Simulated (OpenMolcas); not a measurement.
An OpenMolcas run meant for neutral indium (ANO-RCC-VDZP, DKH2; inactive shells 1s 2s 2p 3s 3p 3d 4s 4p 4d; intended active space 3 electrons in 4 orbitals (5s 5p)). One step of its input:

```
&CASPT2
Multistate=3 1 2 3
Frozen=29 29
IPEA=0.25
Imaginary=0.1
MaxIter=60
WThr=0.0 0.3 0.05
PrWF=0.5
NoMix
```

Lines from the output:

```
|       MOLCAS_SOURCE = <dir>
  |    MOLCAS_STRUCTURE = 0
  |
   -----------------------------------------------------------------------------------------
++ ---------   Input file   ---------
>>> COPY JOB002 $Project.JobIph
&CASPT2
Multistate=3 1 2 3
Frozen=29 29
IPEA=0.25
Imaginary=0.1
MaxIter=60
WThr=0.0 0.3 0.05
PrWF=0.5
NoMix
-- ----------------------------------
>>> COPY JOB002 a.JobIph
*** symbolic link created: INPORB -> a.RasOrb
--- Start Module: caspt2 at  ---
()()()()()()()()()()()()()()()()()()()()()()()()()()()()()()()()()()()()()()()()()()()()()()()()()()
                                              &CASPT2
                                   only a single process is used
                       available to each process: 2.3 GB of memory, 1 thread
()()()()()()()()()()()()()()()()()()()()()()()()()()()()()()()()()()()()()()()()()()()()()()()()()()
 ###    WARNING: User changed nr of frozen orbitals.                         ###
 ###    ERROR: Too many frozen orbitals!                                     ###
--- Stop Module: caspt2 at  /rc=_RC_INPUT_ERROR_ ---
.####################.
.# User input error #.
.####################.
```

What is wrong with the input?

More orbitals are frozen than there are inactive ones.
